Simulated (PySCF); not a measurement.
**RhO₂⁻: from structure and modes to constants**

These are results of B3LYP in PySCF with Rh def2-SVPD with ECP28, O def2-SVPD; scalar-relativistic core potentials, no spin–orbit coupling; density-fitted integrals, not measurements.

The singlet minimum has C2v symmetry. Masses (u): Rh 102.90550, O 15.99492.

```xyz
3
charge -1 multiplicity 1, angstrom
Rh    0.0000    0.0000   -0.0648
O     1.6974    0.0000    0.1992
O    -1.6974    0.0000    0.1992
```

Harmonic wavenumbers (cm⁻¹): 122.1 (a1, ×1), 864.8 (a1, ×1), 929.8 (b2, ×1).

(1) Find the principal moments of inertia and the rotational constants. What kind of rotor is it?

(2) What is the harmonic zero-point energy?

(3) Find the vibrational entropy and heat capacity at 298.15 K.

(4) Give the standard entropy (298.15 K, 1 bar) by its translational, rotational, vibrational and spin parts, and Cp.

## Answers

(1) About the centre of mass I = 1.7003, 92.172, 93.872 u Å². With B = 16.8576/I this gives 9.914, 0.1829, 0.1796 cm⁻¹. The molecule is an asymmetric top with κ = -1.00.

(2) Half the sum of all 3 wavenumbers, 1917/2 = 958 cm⁻¹, which is 11.5 kJ/mol (1 cm⁻¹ = 0.0119627 kJ/mol).

(3) With u = 1.43878 ω/T, each mode gives S = R[u/(eᵘ−1) − ln(1−e⁻ᵘ)] and C = R u² eᵘ/(eᵘ−1)².
```
ω (cm⁻¹)      u  S (J/(mol K))  C (J/(mol K))
   122.1  0.589          12.83           8.08
   864.8  4.173           0.67           2.30
   929.8  4.487           0.52           1.93
```
The sums over all modes are S = 14.0 and C = 12.3 J/(mol K); the softest mode gives 92 % of the entropy.

(4) Sackur–Tetrode with M = 134.90 u gives 170.0; rotation with symmetry number 2 gives 82.7; vibration 14.0; spin R ln 1 = 0.0. The total is 266.7 J/(mol K), and Cp = 4 R + 12.3 = 45.6 J/(mol K).

Other isomers or separated fragments may lie lower. The lowest empty level of this anion is unbound, so it and the gap depend on the basis.
